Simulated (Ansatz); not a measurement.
Several settings on one geometry of CrNF3 (that of the charge 0 singlet, PBE0-D4/def2-SVP). Ansatz on 4 threads of Arm Neoverse V2 on a shared host; times are rough.

```xyz
5

Cr   -0.0001    0.0001   -0.0145
N     0.0079   -0.0149    1.4630
F     1.6202    0.0091   -0.4915
F    -0.8175    1.4083   -0.4641
F    -0.8105   -1.4025   -0.4928
```

Totals from different functionals, basis sets or treatments of relativity can't be compared as stabilities.

The 6-31G sets use Cartesian d functions.

(1) Give the basis size and estimate the energy, ⟨S²⟩ and time of these runs.

```
run                      method  charge    state                                                                                            further keys
  1        RKS BHLYP/def2-TZVPP       0  singlet                                                             scf: {omitted_lower_state_checks: [starts]}
  2   RKS revPBE-D3(BJ)/pcseg-2       0  singlet                                                             scf: {omitted_lower_state_checks: [starts]}
  3  UKS rPW86-PBE-D3(BJ)/6-31G       0  singlet  fitting: {mean_field: def2-universal-jkfit}; scf: {omitted_lower_state_checks: [starts]}; forces asked
```

Results:

(1) 
| run | functions | energy (Eh) | ⟨S²⟩ | wall time |
| --- | --- | --- | --- | --- |
| 1 | 188 | -1398.7050 | – | 1.9 s |
| 2 | 176 | -1398.8515 | – | 1.4 s |
| 3 | 65 | -1399.9242 | 0.00 | 2.9 s |

The restricted singlet is unstable towards broken spin symmetry in Hartree–Fock (as tested in another run); at RKS BHLYP/def2-TZVPP, RKS revPBE-D3(BJ)/pcseg-2 this wasn't settled.
